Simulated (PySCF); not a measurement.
Species: CH7NOSi.
Bonds: N1–C2, C2–Si3, Si3–O4. Hydrogens: H5, H6 on N1; H7, H8 on C2; H9, H10 on Si3; H11 on O4.

The calculation used core-valence-separated Tamm–Dancoff BHandHLYP/aug-pcX-1 (pcseg-1 on H, def2-SVPD on Si) in PySCF, non-relativistic, gas phase, PBE0-D3(BJ)/def2-SVP geometry.

Computed nitrogen K-edge spectrum, Gaussian lines of 0.5 eV full width, highest printed point 100; it ends one width below the last computed root. Absolute energies from this functional tend to lie a few eV below measured edges; no shift was applied.

```
photon energy (eV)  absorption
             398.7           0
             398.8           1
             398.9           2
             399.0           5
             399.1          10
             399.2          17
             399.3          24
             399.4          26
             399.5          23
             399.6          16
             399.7          10
             399.8           6
             399.9           6
             400.0          14
             400.1          32
             400.2          58
             400.3          85
             400.4         100
             400.5          95
             400.6          75
             400.7          53
             400.8          40
             400.9          39
             401.0          41
             401.1          41
             401.2          34
             401.3          28
             401.4          27
             401.5          34
             401.6          46
             401.7          57
             401.8          63
             401.9          62
             402.0          54
             402.1          42
             402.2          30
             402.3          20
             402.4          14
             402.5          11
```

Task: Where are the maxima, and which lines make them up?

Result: 4 maxima:
- 399.4 eV: N1 (primary amine nitrogen), 399.39 eV, f = 0.010, 100 % of the height at the exact maximum
- 400.4 eV: N1 (primary amine nitrogen), 400.42 eV, f = 0.037, 99 % of the height at the exact maximum
- 401.0 eV: N1 (primary amine nitrogen), 401.05 eV, f = 0.015, 95 % of the height at the exact maximum
- 401.8 eV: N1 (primary amine nitrogen), 401.96 eV, f = 0.015, 54 % of the height at the exact maximum; N1 (primary amine nitrogen), 401.68 eV, f = 0.014, 45 % of the height at the exact maximum

Further lines of some strength in the range: N1, 402.38 eV, f = 0.003.

Roots within 0.03 eV on the same or equivalent atoms count as one line; shares under 12 % aren't listed.

Vibrational structure and lifetime widths aren't in the curve. The ionisation threshold wasn't computed; near and above it a finite basis only mimics Rydberg series and continuum.

Shape of the structure used: `[NH2:1][CH2:2][SiH2:3][OH:4]`: N1–C2–Si3–O4 -34°, H–N1–C2–Si3 -80°, H–N1–C2–Si3 162°, H–O4–Si3–C2 17°.

One conformer stands for the species.
